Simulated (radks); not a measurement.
Results of a calculation; reference values are marked as such.
Ionisation of the praseodymium ion Pr+, [Xe] 4f3 6s1, to Pr2+, [Xe] 4f3, under several functionals. Dirac Kohn-Sham, spin-unpolarised, spherical densities, finite nucleus; open shells fill j = l - 1/2 first; a radial shooting solver on a logarithmic mesh with Libxc functionals.

| functional | E(Pr+) (hartree) | Exc (hartree) | IE (eV) | -e(HOMO) (eV) | <r> HOMO (bohr) | IE error (eV) |
|---|---|---|---|---|---|---|
| BLYP | -9242.7155 | -217.3033 | 10.718 | 6.937 | 1.173 | +0.087 |
| PBE | -9241.9527 | -216.5399 | 10.616 | 7.119 | 1.169 | -0.015 |
| LDA (Slater exchange, Perdew-Wang correlation) | -9235.2135 | -209.7293 | 10.813 | 7.385 | 1.166 | +0.182 |
| AM05 | -9235.4845 | -210.0053 | 10.490 | 7.182 | 1.164 | -0.141 |
| BP86 | -9243.3769 | -217.9783 | 10.660 | 7.261 | 1.169 | +0.029 |
| LDA (Slater exchange, VWN5 correlation) | -9235.2375 | -209.7537 | 10.812 | 7.390 | 1.166 | +0.181 |

NIST Atomic Spectra Database: 10.63 eV (semi-empirical). Closest: PBE. The Delta-SCF values span 0.32 eV, the total energies 8.16 hartree. The highest occupied level is 4f5/2. Spin polarisation and multiplet splitting are left out, so open shells lie too high by an amount that depends on their filling.

Beside tabulated values, note that spin-unpolarised runs miss the spin-polarisation part of the exchange energy of open shells.
